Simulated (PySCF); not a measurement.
SMILES N#CC=C=CC#N, C₅H₂N₂

Molfile (atoms numbered from 1):
```
C5H2N2
     RDKit          3D

  9  8  0  0  0  0  0  0  0  0999 V2000
   -3.1422    1.0140   -0.5441 N   0  0  0  0  0  0  0  0  0  0  0  0
   -2.2801    0.3056   -0.2619 C   0  0  0  0  0  0  0  0  0  0  0  0
   -1.2391   -0.5903    0.1078 C   0  0  0  0  0  0  0  0  0  0  0  0
   -0.0263   -0.4926   -0.3601 C   0  0  0  0  0  0  0  0  0  0  0  0
    1.1870   -0.4293   -0.8327 C   0  0  0  0  0  0  0  0  0  0  0  0
    2.2176    0.3210   -0.2020 C   0  0  0  0  0  0  0  0  0  0  0  0
    3.0714    0.9178    0.2874 N   0  0  0  0  0  0  0  0  0  0  0  0
   -1.4866   -1.3821    0.8111 H   0  0  0  0  0  0  0  0  0  0  0  0
    1.4429   -0.9641   -1.7445 H   0  0  0  0  0  0  0  0  0  0  0  0
  1  2  3  0
  2  3  1  0
  3  4  2  0
  4  5  2  0
  5  6  1  0
  6  7  3  0
  3  8  1  0
  5  9  1  0
M  END
```

Computed, not measured: TDDFT CAM-B3LYP/def2-TZVPD circular dichroism and optical rotation, one conformer, gas phase (PySCF). Geometry: PBE0-D3(BJ)/def2-TZVP.

No stereocentre is labelled: unless the shape is locked (an allene, a helicene, a hindered biaryl), the mirror image is equally populated and a measured rotation or CD is zero. Singlets 3 and 4, 5 and 6 lie within 0.01 eV of each other, so their separate moments and overlaps can depend on how they mix.

Task: List the lowest 12 singlet excitations with oscillator and rotatory strengths.

Result: Rotatory strengths R in 10⁻⁴⁰ esu² cm², velocity form and length form (origin at the centre of mass); f in length form.
| state | E (eV) | λ (nm) | f | R (velocity) | R (length) | main |
| --- | --- | --- | --- | --- | --- | --- |
| 1 | 5.35 | 232 | 0.0008 | -2.7 | -2.7 | HOMO−1→LUMO 0.47, HOMO→LUMO+1 0.47 |
| 2 | 5.53 | 224 | 1e-05 | -0.1 | -0.1 | HOMO→LUMO 0.48, HOMO−1→LUMO+1 0.46 |
| 3 | 6.44 | 192 | 0.109 | -20.7 | -20.8 | HOMO−1→LUMO+1 0.41, HOMO→LUMO 0.37 |
| 4 | 6.44 | 192 | 0.786 | +53.7 | +53.5 | HOMO−1→LUMO 0.41, HOMO→LUMO+1 0.37 |
| 5 | 6.57 | 189 | 0.002 | +10.5 | +10.6 | HOMO−2→LUMO+1 0.38, HOMO−3→LUMO 0.36 |
| 6 | 6.57 | 189 | 0.0005 | +1.5 | +1.4 | HOMO−2→LUMO 0.39, HOMO−3→LUMO+1 0.35 |
| 7 | 7.27 | 170 | 0.0005 | -1.2 | -1.2 | HOMO→LUMO+2 0.36, HOMO→LUMO+4 0.15 |
| 8 | 7.31 | 170 | 0.002 | +3.4 | +3.3 | HOMO−1→LUMO+2 0.34, HOMO−1→LUMO+4 0.15 |
| 9 | 7.80 | 159 | 0.004 | +2.4 | +2.4 | HOMO−1→LUMO+2 0.27, HOMO−2→LUMO 0.20 |
| 10 | 7.82 | 159 | 0.047 | -40.7 | -40.7 | HOMO→LUMO+2 0.47, HOMO−1→LUMO+5 0.14 |
| 11 | 7.86 | 158 | 0.195 | +90.3 | +90.3 | HOMO−3→LUMO 0.37, HOMO−2→LUMO+1 0.34 |
| 12 | 7.89 | 157 | 0.014 | -3.4 | -3.4 | HOMO−1→LUMO+2 0.29, HOMO−3→LUMO+1 0.23 |

Among the states computed, the strongest CD band (largest |R|) is state 11. The largest dissymmetry factor in size, g = 4R/(D+G), with D and G the electric and magnetic dipole strengths, is +0.048 for state 5 (velocity form, f = 0.002), among bands with |R| over 0.5. The mirror image has the same energies and oscillator strengths and all R with the opposite sign.
